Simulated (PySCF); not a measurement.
SnB: script and output

File input.py (PySCF 2.14):

```python
from pyscf import gto, scf, mp

mol = gto.M(
    atom='Sn 0 0 0; B 0 0 2.273',
    basis='def2-svp',
    ecp={'Sn': 'def2-svp'},
    charge=0,
    spin=3,
    symmetry=True,
    verbose=4,
)
mf = scf.UHF(mol)
mf.kernel()
mp.MP2(mf, frozen=5).kernel()
mf.dip_moment()
print('orbital energies (hartree):', [e[max(0, n-3):n+3].round(4) for e, n in zip(mf.mo_energy, mol.nelec)])
```

```bash
$ python input.py
```

It prints (some set-up lines and the per-cycle HOMO/LUMO lines with their warnings removed):

```
PySCF version 2.14.0

[INPUT] Symbol           X                Y                Z      unit          X                Y                Z       unit  Magmom
[INPUT]  1 Sn     0.000000000000   0.000000000000   0.000000000000 AA    0.000000000000   0.000000000000   0.000000000000 Bohr   0.0
[INPUT]  2 B      0.000000000000   0.000000000000   2.273000000000 AA    0.000000000000   0.000000000000   4.295347481136 Bohr   0.0

nuclear repulsion = 25.6091039160581
point group symmetry = Coov
symmetry origin: [0.         0.         0.39048613]
symmetry axis x: [1. 0. 0.]
symmetry axis y: [0. 1. 0.]
symmetry axis z: [0. 0. 1.]
num. orbitals of irrep A1 = 16
num. orbitals of irrep E1x = 9
num. orbitals of irrep E1y = 9
num. orbitals of irrep E2x = 3
num. orbitals of irrep E2y = 3
number of shells = 16
number of NR pGTOs = 85
number of NR cGTOs = 40
basis = def2-svp
ecp = {'Sn': 'def2-svp'}

******** <class 'pyscf.scf.uhf_symm.SymAdaptedUHF'> ********
method = SymAdaptedUHF
initial guess = minao
damping factor = 0
level_shift factor = 0
DIIS = <class 'pyscf.scf.diis.CDIIS'>
SCF conv_tol = 1e-09
SCF max_cycles = 50
number electrons alpha = 15  beta = 12
Freeze 0 electrons in irreps []
    27 free electrons in irreps A1 E1x E1y E2x E2y
init E= -214.591221703057

cycle= 1 E= -237.030405920016  delta_E= -22.4  |g|= 1.15  |ddm|= 4.46
cycle= 2 E= -237.135906918689  delta_E= -0.106  |g|= 0.939  |ddm|= 3.32
cycle= 3 E= -237.81903525006  delta_E= -0.683  |g|= 0.216  |ddm|= 1.67
cycle= 4 E= -237.877804684085  delta_E= -0.0588  |g|= 0.0616  |ddm|= 0.579
cycle= 5 E= -237.885485231093  delta_E= -0.00768  |g|= 0.0278  |ddm|= 0.171
cycle= 6 E= -237.8883157384  delta_E= -0.00283  |g|= 0.0124  |ddm|= 0.144
cycle= 7 E= -237.889021721745  delta_E= -0.000706  |g|= 0.00814  |ddm|= 0.0607
cycle= 8 E= -237.889555482696  delta_E= -0.000534  |g|= 0.00421  |ddm|= 0.076
cycle= 9 E= -237.889702003467  delta_E= -0.000147  |g|= 0.0025  |ddm|= 0.0354
cycle= 10 E= -237.889774121427  delta_E= -7.21e-05  |g|= 0.0014  |ddm|= 0.0295
cycle= 11 E= -237.889794833029  delta_E= -2.07e-05  |g|= 0.000472  |ddm|= 0.0192
cycle= 12 E= -237.889796934956  delta_E= -2.1e-06  |g|= 0.000143  |ddm|= 0.00751
cycle= 13 E= -237.889796993785  delta_E= -5.88e-08  |g|= 5.57e-05  |ddm|= 0.000913
cycle= 14 E= -237.889797001836  delta_E= -8.05e-09  |g|= 1.14e-05  |ddm|= 0.000328
cycle= 15 E= -237.88979700232  delta_E= -4.84e-10  |g|= 4e-06  |ddm|= 8.29e-05
Extra cycle  E= -237.889797002346  delta_E= -2.66e-11  |g|= 2.09e-06  |ddm|= 1.19e-05
converged SCF energy = -237.889797002346  <S^2> = 3.7593452  2S+1 = 4.0046699

******** <class 'pyscf.mp.ump2.UMP2'> ********
nocc = (np.int64(10), np.int64(7)), nmo = (35, 35)
frozen orbitals 5
E(UMP2) = -238.015757789145  E_corr = -0.125960786798239
E(SCS-UMP2) = -238.006411036724  E_corr = -0.116614034377982
E_corr(same-spin) = -0.0398525882075826
E_corr(oppo-spin) = -0.0861081985906566
Dipole moment(X, Y, Z, Debye):  0.00000,  0.00000, -0.71037
orbital energies (hartree): [array([-0.3297, -0.2817, -0.2817,  0.0209,  0.0209,  0.1338]), array([-1.3056, -0.5481, -0.3597,  0.0148,  0.0148,  0.0417])]
```

In short: E(SCF) = -237.889797 Eh, 15 cycles, E(MP2) − E(SCF) = -0.12596 Eh, ⟨S²⟩ = 3.759, μz(SCF) = -0.71 D.

Wall time 1.2 s on one thread of a shared host.

The bond length is a typed value, not an optimised one. No search for the lowest solution was made.
